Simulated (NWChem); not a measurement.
Correlation energy of silylphosphine (H5PSi)

SMILES: P[SiH3]
```xyz
7

Si    -1.0750     0.0955     0.2241
P      1.1290    -0.0772    -0.3490
H     -1.8516    -0.8869    -0.6096
H     -1.5361     1.4869    -0.1148
H     -1.3593    -0.1700     1.6789
H      1.2981    -1.3190     0.3647
H      1.5638     0.7099     0.7785
```
Charge 0, spin multiplicity 1.

The numbers come from NWChem runs, not from measurements. The geometry was optimised at PBE/def2-SVP, a minimum by its harmonic frequencies.

Basis set: cc-pVDZ. Each correlation energy counts from its own Hartree-Fock reference.

The correlated methods keep 10 core orbitals frozen. Coupled-cluster values serve here as a point of comparison, not as the truth.

**Question.** One of these methods gave a correlation energy of -233.5 mHa. Which?
A) SCS-MP2
B) CR-CCSD[T]
C) CCSD
D) RI-MP2

**Answer.** D, RI-MP2. The others give -246.2 (SCS-MP2), -287.6 (CR-CCSD[T]), -281.5 (CCSD).
